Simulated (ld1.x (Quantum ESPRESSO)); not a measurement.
**As, ultrasoft: configuration errors across variants**

arsenic (As), ultrasoft, made with ld1.x (Quantum ESPRESSO) 7.5 (LDA (PZ), scalar-relativistic). Core [Ar], reference 3d10 4s2 4p1 (charge +2). Waves: 4s (bound): rcut 1.40, rcutus 1.50 bohr; 4s channel at -2.05 Ry: rcut 1.40, rcutus 1.50 bohr; 4p (bound): rcut 1.75, rcutus 1.95 bohr; 4p channel at 3.1 Ry: rcut 1.75, rcutus 1.95 bohr; 3d (bound): rcut 0.55, rcutus 0.65 bohr; 3d channel at -2.9 Ry: rcut 0.55, rcutus 0.65 bohr. Local part: all-electron potential smoothed inside 1.30 bohr (lloc = -1). Core correction: a·sin(br)/r model core inside 0.30 bohr. Augmentation charge: built from norm-conserving waves at rcut, not smoothed further.

All-electron excitation energies from the reference (eV): (1) 3d10 4s2 4p3 -27.488; (2) 3d10 4s2 4p2 -18.162; (3) 3d10 4s2 4p0 28.040; (4) 3d10 4s2 4p3.3 -28.766.

2 further variants failed, have other tests or too few solved ones, and are left out.

A true bound ghost makes a file unfit for plane-wave use even where its test errors are small: the radial tests pick states by their node count and pass the ghost by.

Errors AE − PS in meV (a dash: test not solved or not reliable):

```csv
change,(1),(2),(3),(4),bound ghosts
base,+42,+13,-4.4,+51,not determined
"all radii but the core radius scaled by about 1.12 (s 1.68, p 2.18, d 0.72 bohr, rcut 1.56/1.96/0.62); local potential all-electron potential smoothed inside 1.46 bohr (lloc = -1)",-55,-13,-5.1,-70,not determined
"all radii but the core radius scaled by about 1.20 (s 1.80, p 2.34, d 0.78 bohr, rcut 1.68/2.10/0.66); local potential all-electron potential smoothed inside 1.56 bohr (lloc = -1)",-78,-19,-6.9,-99,not determined
"all radii but the core radius scaled by about 1.26 (s 1.90, p 2.46, d 0.82 bohr, rcut 1.78/2.22/0.70); local potential all-electron potential smoothed inside 1.64 bohr (lloc = -1)",-99,-24,-8.9,-125,not determined
"all radii but the core radius scaled by about 1.38 (s 2.06, p 2.68, d 0.90 bohr, rcut 1.92/2.40/0.76); local potential all-electron potential smoothed inside 1.78 bohr (lloc = -1)",-133,-32,-12,-167,not determined
```

Task: Give the same row for: all radii but the core radius scaled by about 0.95 (s 1.42, p 1.84, d 0.62 bohr, rcut 1.32/1.64/0.52); local potential all-electron potential smoothed inside 1.22 bohr (lloc = -1).

Result: +22, +7.7, -4.7, +26; bound ghosts: s.
